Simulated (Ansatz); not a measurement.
`[BH2][AlH][O][SiH2]C`. Total charge 0; spin multiplicity 1. All single points use the PBE0-D4/def2-TZVP geometry. It is one conformer, not always the lowest.

```xyz
13

B    -2.618   -1.160    1.803
Al   -1.418    0.513    1.287
O    -0.332    0.354    0.005
Si    0.616   -0.036   -1.258
C     2.353    0.580   -1.001
H    -3.701   -1.354    1.324
H    -2.273   -1.987    2.601
H    -1.453    1.922    2.022
H     0.633   -1.518   -1.432
H     0.044    0.564   -2.497
H     2.979    0.321   -1.860
H     2.801    0.134   -0.110
H     2.369    1.667   -0.885
```

What is the dipole moment at ωB97M-V/def2-TZVPP? (Best estimate.)

Computed: 0.51 D, with components (0.15, -0.07, 0.49) D in this frame, pointing from negative to positive charge.

And with PBE, r2SCAN, B3LYP? (Best estimate.)

Ansatz gave: PBE 0.51 D, r2SCAN 0.51 D, B3LYP 0.50 D.

Give the Mulliken charges with ωB97M-V, r2SCAN, PBE in def2-TZVPP. (An estimate is asked.)

Computed: 
| atom | ωB97M-V | r2SCAN | PBE |
| --- | --- | --- | --- |
| B1 | -0.22 | -0.08 | -0.10 |
| Al2 | 0.35 | 0.44 | 0.29 |
| O3 | -0.33 | -0.38 | -0.25 |
| Si4 | 0.36 | 0.45 | 0.34 |
| C5 | -0.44 | -0.30 | -0.37 |
| H6 | 0.09 | 0.01 | 0.04 |
| H7 | 0.09 | 0.01 | 0.03 |
| H8 | -0.11 | -0.15 | -0.11 |
| H9 | -0.06 | -0.11 | -0.09 |
| H10 | -0.06 | -0.10 | -0.09 |
| H11 | 0.11 | 0.07 | 0.10 |
| H12 | 0.11 | 0.07 | 0.10 |
| H13 | 0.12 | 0.08 | 0.11 |

B3LYP here is the variant with VWN-RPA as its local correlation; programs differ in this.
